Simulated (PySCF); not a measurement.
TiH4, SMILES [TiH4], multiplicity 1.

Geometry optimised at PBE-D3(BJ)/def2-TZVPD. The spin state was assumed, not searched.

These are PySCF 2.14.0 with PBE-D3(BJ)/def2-TZVPD values and carry that method's errors.

Frequencies are harmonic and unscaled.

Modes within 1.5 cm⁻¹ of each other (mostly degenerate sets) share a row, with their intensities summed.

```json
[
 {"mode": "1–3", "ν (cm⁻¹)": "516", "IR (km/mol)": "473.3", "moving atoms (share of kinetic energy)": "H 95 %"},
 {"mode": "4–5", "ν (cm⁻¹)": "576", "IR (km/mol)": "0.0", "moving atoms (share of kinetic energy)": "H 100 %"},
 {"mode": "6–8", "ν (cm⁻¹)": "1682", "IR (km/mol)": "1003.5", "moving atoms (share of kinetic energy)": "H 97 %"},
 {"mode": "9", "ν (cm⁻¹)": "1726", "IR (km/mol)": "0.0", "moving atoms (share of kinetic energy)": "H 100 %"}
]
```
